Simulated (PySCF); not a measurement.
A structure optimised at PBE-D3(BJ)/def2-SVP, used in a PySCF frequency run:

```xyz
12

F      2.2189    -0.7281    -1.0266
Si     1.2385    -0.0234     0.0896
C     -0.5025    -0.6539    -0.1759
C     -1.5235     0.2086    -0.9314
C     -1.6377     0.0222     0.5428
F     -1.3221     1.0880     1.3591
H      1.7568    -0.4163     1.4418
H      1.3003     1.4608    -0.1129
H     -0.5868    -1.7489    -0.2926
H     -2.2563    -0.2858    -1.5884
H     -1.1858     1.1990    -1.2781
H     -2.4564    -0.5817     0.9710
```
Charge 0, spin multiplicity 1.

Problem. Write its SMILES and formula.

Solution. F[SiH2][C@@H]1C[C@@H]1F, C3H6F2Si

Problem. What are its rotational constants (standard atomic weights)?

Solution. 5.9477, 1.6522, 1.4225 GHz
